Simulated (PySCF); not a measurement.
Atom-mapped SMILES (the numbers label the heavy atoms): `[F:1]/[CH:2]=[CH:3]/[O:4]/[CH:5]=[C:6](\[F:7])[O:8][CH:9]([F:10])[F:11]`. Hydrogens are named by the atom that carries them.

Computed data (PySCF 2.14.0 with density-fitted response routines): GFN2-xTB structure, shieldings: GIAO PBE0/pcSseg-1. No solvent model, single conformer, no relativistic terms, averaged over atoms made equivalent by symmetry, fast rotation or ring inversion.

Task: List the cross peaks expected in HSQC, COSY and HMBC spectra.

Result: 

HSQC (one-bond C–H):
| δH | δC |
| --- | --- |
| 7.49 (H(C2)) | 151.9 (C2) |
| 7.03 (H(C3)) | 145.1 (C3) |
| 6.88 (H(C9)) | 121.5 (C9) |
| 6.04 (H(C5)) | 124.6 (C5) |

COSY cross peaks (H two or three bonds apart, from the bond graph; peaks can be absent where the dihedral angle is near 90°):
| δH | δH |
| --- | --- |
| 7.49 (H(C2)) | 7.03 (H(C3)) |

HMBC (two and three bonds, from the bond graph):
| δH | δC |
| --- | --- |
| 7.49 (H(C2)) | 145.1 (C3) |
| 7.03 (H(C3)) | 151.9 (C2), 124.6 (C5) |
| 6.88 (H(C9)) | 158.0 (C6) |
| 6.04 (H(C5)) | 158.0 (C6), 145.1 (C3) |

Referencing at the same level of theory: $^{1}$H (σ = 31.72 ppm) and $^{13}$C (σ = 186.93 ppm) vs TMS.

Short H···H contacts in this conformer between protons four or more bonds apart (candidates for NOE cross peaks, intensity ∝ r⁻⁶): H(C3)···H(C5) 2.22 Å.

Shifts are as computed. Against solution values, carbons near 30 ppm lie about +3 ppm off and those near 130 ppm about +5 ppm. Of 1211 compounds with measured shifts, 218 miss one by over three times the rms of a fit or turn the order of signals round; such compounds aren't used in these exercises.
